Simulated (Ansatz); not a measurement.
System: WF₂, charge 0, multiplicity 5. The spin state was set by rule; other spins were not relaxed. 
Geometry from a B3LYP-D3(BJ)/def2-TZVP (Ansatz, a program for electronic structure) optimisation:
```xyz
3

W      0.0027     0.0031    -0.1202
F      1.7806     0.0207     0.5344
F     -1.8024    -0.0459     0.4537
```
Charge 0, spin multiplicity 5.

Wanted: vertical electron affinity (to the quartet state of charge -1; a negative value means that the extra electron is unbound and the number depends on the basis; each state is the SCF solution reached for its spin; the UHF <S^2> is 4.07 for the quartet (pure: 3.75); for the quartet T1 is 0.052), in eV. Valence correlation only, unless marked. UHF or UKS for open shells. No spin-orbit coupling. The frozen core is the preceding noble-gas configuration, with the filled d and f shells of earlier blocks. Past Kr the def2 sets carry scalar-relativistic core potentials. Anions need diffuse functions: def2-D sets add few. CBS(X,Y): correlation extrapolated as X^-3; Hartree-Fock from the larger set.

| level | program | vertical electron affinity (eV) |
|---|---|---|
| HF/def2-SVPD | Ansatz | 0.03 |
| HF/def2-TZVPPD | Ansatz | 0.03 |
| SVWN5/def2-TZVPD | Ansatz | 1.66 |
| PBE/def2-TZVPD | Ansatz | 1.27 |
| r2SCAN/def2-TZVPD | Ansatz | 1.00 |
| BHLYP/def2-TZVPD | Ansatz | 1.27 |
| CAM-B3LYP/def2-TZVPD | Ansatz | 1.45 |
| wB97M-V/def2-TZVPD | Ansatz | 1.41 |
| wB97X-V/def2-TZVPD | Ansatz | 1.37 |
| wB97X/def2-TZVPD | Ansatz | 1.83 |
| B2PLYP/def2-TZVPD | Ansatz | 1.30 |
| MP2/def2-SVPD | Ansatz | 0.80 |
| MP2/def2-TZVPPD | Ansatz | 0.87 |
| RI-MP2/CBS(def2-TZVPPD,def2-QZVPPD) | Ansatz | 0.91 |
| SCS-MP2/def2-SVPD | Ansatz | 0.90 |
| SCS-MP2/def2-TZVPPD | Ansatz | 0.99 |
| CCSD/def2-SVPD | Ansatz | 1.09 |
| CCSD/def2-TZVPPD | Ansatz | 1.15 |
| CCSD(T)/def2-SVPD | Ansatz | 1.17 |
| CCSD(T)/def2-TZVPPD | Ansatz | 1.26 |
